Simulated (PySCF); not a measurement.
## Correlation energy of Ni⁺ (nickel, charge +1)

[Ar] 3d8 4s1, high-spin 4F determinant (an excited configuration). All numbers are calculated (PySCF 2.14, the non-relativistic Hamiltonian (point nucleus), in def2-QZVPPD). Frozen: [Ne]; 17 electrons correlated.

MP2 pair energies summed by pair of shells (mhartree):

```json
{"pair": "3d-3d", "energy": "-267.38", "share (%)": "42.9"}
{"pair": "3p-3d", "energy": "-201.91", "share (%)": "32.4"}
{"pair": "3p-3p", "energy": "-48.79", "share (%)": "7.8"}
{"pair": "3s-3d", "energy": "-44.88", "share (%)": "7.2"}
{"pair": "3d-4s", "energy": "-25.10", "share (%)": "4.0"}
{"pair": "3s-3p", "energy": "-25.05", "share (%)": "4.0"}
{"pair": "3p-4s", "energy": "-5.91", "share (%)": "0.9"}
{"pair": "3s-3s", "energy": "-4.30", "share (%)": "0.7"}
{"pair": "3s-4s", "energy": "-0.57", "share (%)": "0.1"}
```

Total MP2 correlation energy: -623.90 mhartree.

Same-spin part -205.19 and opposite-spin part -418.71 mhartree; SCS-MP2 scales them by 1/3 and 6/5 to -570.85 mhartree.

This basis was not built for core-valence correlation, so the inner-shell part is incomplete.
